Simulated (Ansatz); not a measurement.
Consider the formal exchange of groups at the Si–O bond: `FB(O[SiH3])O[SiH3]` + `N=CCS` → `N=C([SiH3])CS` + `OB(F)O[SiH3]`.

Computed with Ansatz on PBE0-D4/def2-TZVP structures; ΔE is electronic, products minus reactants. CCSD(T)/CBS is the MP2 limit (def2-TZVPP, def2-QZVPP) plus CCSD(T) − MP2 in def2-TZVPP, frozen cores. Functionals use def2-TZVPP. One conformer a species, not always the lowest.

| level | ΔE (kcal/mol) | difference from CCSD(T)/CBS |
| --- | --- | --- |
| PBE-D4 | 18.3 | -4.1 |
| r2SCAN-D4 | 21.8 | -0.6 |
| B97M-V | 23.2 | 0.8 |
| BHLYP-D4 | 25.2 | 2.8 |
| CAM-B3LYP-D4 | 23.9 | 1.5 |
| ωB97X-V | 22.6 | 0.2 |
| PBE-QIDH | 22.0 | -0.4 |
| PBE0 | 20.8 | -1.6 |
| HF/def2-SVP | 25.5 | 3.1 |
| CCSD/def2-TZVPP | 23.7 | 1.3 |
| CCSD(T)/CBS | 22.4 | 0 |

Largest T1 diagnostic among the species: 0.012.

The D4 term adds −1.4 kcal/mol with B3LYP and −0.7 kcal/mol with PBE0; it sums over pairs of atoms, weighted by their polarisabilities, and B3LYP, whose exchange is more repulsive, gets the larger term. From PBE to PBE0 (25 % exact exchange), in def2-TZVPP and without D4, ΔE moves by +1.6 kcal/mol. Leaving LDA and LC-ωPBE aside and taking each functional with its dispersion term where it has one, the values, not all of them listed here, spread over 7.3 kcal/mol, from revPBE-D4 to BHLYP-D4. LDA lies −1.9 kcal/mol from PBE without D4.

CCSD(T)/CBS has its own doubt, a few kJ/mol and more with outer-core shells, so smaller differences from it don't rank the levels.

B3LYP here is the variant with VWN-RPA as its local correlation; programs differ in this.
